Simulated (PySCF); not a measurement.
Species: Sn(vinyl)3F, C₆H₉FSn.
Bonds: Sn1–C2, Sn1–C7, Sn1–C12, Sn1–F17, C2–C3, C7–C8, C12–C13. Hydrogens: H4 on C2; H5, H6 on C3; H9 on C7; H10, H11 on C8; H14 on C12; H15, H16 on C13.

Method: PySCF, PBE0-D3(BJ)/def2-SVP geometry optimisation, gas phase, def2 core potentials past Kr; density fitting, grid level 1; the optimiser is geomeTRIC in internal coordinates, started from a GFN2-xTB structure with every atom displaced at random (about 0.03 Å).

Step 0: E = -14897.3493 eV
```
atom  x, y, z in Å  |  force x, y, z in eV/Å
Sn1     0.1318   -0.0073    0.0349   -1.294   0.740  -0.533
C2     -0.1080   -0.2361    2.1853    1.904   0.426   0.094
C3     -1.2583   -0.6224    2.7619    2.984   0.631   1.162
H4      0.9128   -0.0388    2.7468   -2.262  -0.448  -0.620
H5     -2.1138   -0.8289    2.2085   -1.897  -0.410  -1.097
H6     -1.2548   -0.7613    3.8493   -0.344  -0.052   0.000
C7      2.0938   -0.2241   -0.8447   -1.471   1.085   0.867
C8      2.6746   -1.3847   -0.9974   -4.053  -2.115   2.208
H9      2.5596    0.6946   -1.1265    0.588   0.844  -0.455
H10     2.1316   -2.3140   -0.6324    0.719   0.847  -0.550
H11     3.5768   -1.5281   -1.4082    3.909  -0.492  -1.800
C12    -1.1469    1.6634   -0.8265   -1.291  -0.902  -2.311
C13    -1.8839    1.5664   -2.0229    4.378  -3.271   3.898
H14    -1.2928    2.5754   -0.2420    0.223   0.183   0.169
H15    -1.7548    0.6028   -2.5812   -0.487   0.946   0.063
H16    -2.4195    2.3704   -2.3704   -1.737   2.041  -1.075
F17    -0.8767   -1.5280   -0.6744    0.130  -0.053  -0.020
```

Step 1: E = -14898.2377 eV
```
atom  x, y, z in Å  |  force x, y, z in eV/Å
Sn1     0.0983    0.0318    0.0316   -0.623   0.329  -0.089
C2     -0.1012   -0.2045    2.1571    0.905   0.178  -0.358
C3     -1.2458   -0.5865    2.7237    0.623   0.067   0.220
H4      0.8407   -0.0358    2.7258   -0.649  -0.115   0.043
H5     -2.1270   -0.7807    2.1209   -0.383  -0.080  -0.016
H6     -1.2891   -0.7416    3.8082   -0.247  -0.025  -0.013
C7      2.0387   -0.1850   -0.8428   -0.440   0.046   0.457
C8      2.5999   -1.3823   -1.0052   -0.321  -0.326   0.196
H9      2.5403    0.7404   -1.1346    0.207  -0.016  -0.175
H10     2.1294   -2.3337   -0.7000   -0.056   0.353  -0.073
H11     3.5738   -1.4967   -1.4596    0.567   0.009  -0.267
C12    -1.1043    1.6585   -0.7670    0.242  -0.784   0.108
C13    -1.7634    1.4424   -1.9130    0.505   0.171   0.432
H14    -1.2559    2.5896   -0.2051    0.133  -0.010  -0.116
H15    -1.6915    0.5110   -2.4905   -0.035   0.119   0.097
H16    -2.3608    2.2569   -2.3042   -0.498   0.135  -0.396
F17    -0.9105   -1.4841   -0.6852    0.069  -0.051  -0.052
```

Problem. Estimate the geometry and energy of step 2. (The exact step hangs on the optimiser's Hessian estimate; all steps are aligned on step 1, rigid shifts and turns removed.)

Solution. E = -14898.3013 eV, largest force 0.781 eV/Å
```
atom  x, y, z in Å  |  force x, y, z in eV/Å
Sn1     0.0812    0.0194    0.0169   -0.049  -0.381  -0.042
C2     -0.0880   -0.1976    2.1302   -0.213  -0.047  -0.471
C3     -1.2311   -0.5817    2.7010   -0.019   0.032   0.133
H4      0.7975   -0.0158    2.7296    0.271   0.066   0.335
H5     -2.1479   -0.7958    2.1357    0.117   0.022   0.005
H6     -1.2962   -0.7000    3.7891   -0.071  -0.048   0.026
C7      2.0274   -0.1837   -0.8192    0.261   0.241  -0.001
C8      2.6113   -1.3705   -1.0048   -0.133   0.066  -0.011
H9      2.5463    0.7354   -1.1225    0.029  -0.028   0.011
H10     2.0690   -2.2737   -0.7230    0.109  -0.315  -0.012
H11     3.6093   -1.4982   -1.4558   -0.212   0.081   0.091
C12    -1.0683    1.5965   -0.7735   -0.111   0.707   0.312
C13    -1.7648    1.4697   -1.8992   -0.054  -0.233  -0.155
H14    -1.1604    2.5299   -0.2077    0.083   0.075   0.086
H15    -1.6973    0.5241   -2.4390   -0.237  -0.046  -0.336
H16    -2.4228    2.2603   -2.2938    0.152  -0.165   0.041
F17    -0.8937   -1.5188   -0.7038    0.079  -0.027  -0.013
```

The energy changes by -0.0636 eV. The first-order estimate −F·Δx gives -0.2420 eV and the mean of the old and new forces, exact on a quadratic surface, -0.0633 eV. The step makes an angle of 61° with the force vector and moves no atom by more than 0.113 Å.

The cost below is that of the whole optimisation. The run took 7.6 min wall on one thread, Arm Neoverse V2 (aarch64), shared host with 192 logical CPUs at a one-minute load of 91, and the process peaked at 0.69 GiB of memory.
